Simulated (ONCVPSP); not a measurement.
**cadmium: one change to an ONCV potential, before and after**

cadmium (Cd), optimised norm-conserving Vanderbilt (ONCV), made with ONCVPSP 4.0.1 (Wu-Cohen, scalar-relativistic). Core [Kr], reference 4d10 5s2. Waves: 5s: rc 1.90 bohr, ncon 3, nbas 7, qcut 2.7 1/bohr, 2 projectors, debl 0.4 Ha; p scattering state at 0.07 Ha: rc 2.00 bohr, ncon 3, nbas 7, qcut 4.6 1/bohr, 2 projectors, debl 2 Ha; 4d: rc 1.80 bohr, ncon 4, nbas 9, qcut 8.7 1/bohr, 2 projectors, debl 3.3 Ha. Local part: polynomial inside 1.55 bohr (lpopt 2, dvloc0 2 Ha). Core correction: none.

Change: p: qcut 3.5.

Cutoffs: the cutoffs (Ha) at which the residual kinetic energy of the hardest occupied pseudo-wave falls to 1 and 0.1 mHa per electron; they do not see the model core or the augmentation charge, which bear on the density cutoff. Errors are all-electron minus pseudo energies relative to the spin-unpolarised reference configuration.

Predict the effect on cutoff, ghosts and configuration errors.

The potential gets neither clearly harder nor softer (28 Ha and 32 Ha → 28 Ha and 32 Ha); the bound ghost in p disappears; the errors of the 4 common tests hardly move; the range in which the p phases agree narrows (upper end at the end of the scan → 3.4).

| quantity | base | changed |
| --- | --- | --- |
| cutoff, loose | 28 Ha | 28 Ha |
| cutoff, tight | 32 Ha | 32 Ha |
| bound ghosts | p | none |
| GHOST(+) flags under 300 eV | s at 61.6 eV | s at 61.6 eV, p at 107.5 eV |
| error for 4d10 5s1, meV [ΔE 9.31 eV] | -7.1 | -7.1 |
| error for 4d10 5s0, meV [ΔE 26.41 eV] | -17 | -17 |
| error for 4d9 5s0, meV [ΔE 64.43 eV] | +26 | +26 |
| error for 4d8 5s0, meV [ΔE 118.50 eV] | -38 | -38 |
| s: phases at 1.93 bohr within 0.05 rad from the reference energy up to (Ha; the scan ends near 5) | 1.9 | 1.9 |
| p: phases at 2.03 bohr within 0.05 rad from the reference energy up to (Ha; the scan ends near 5) | to the end of the scan | 3.4 |
| d: phases at 1.83 bohr within 0.05 rad from the reference energy up to (Ha; the scan ends near 5) | to the end of the scan | to the end of the scan |

 A true bound ghost makes a file unfit for plane-wave use even where its test errors are small: the radial tests pick states by their node count and pass the ghost by.
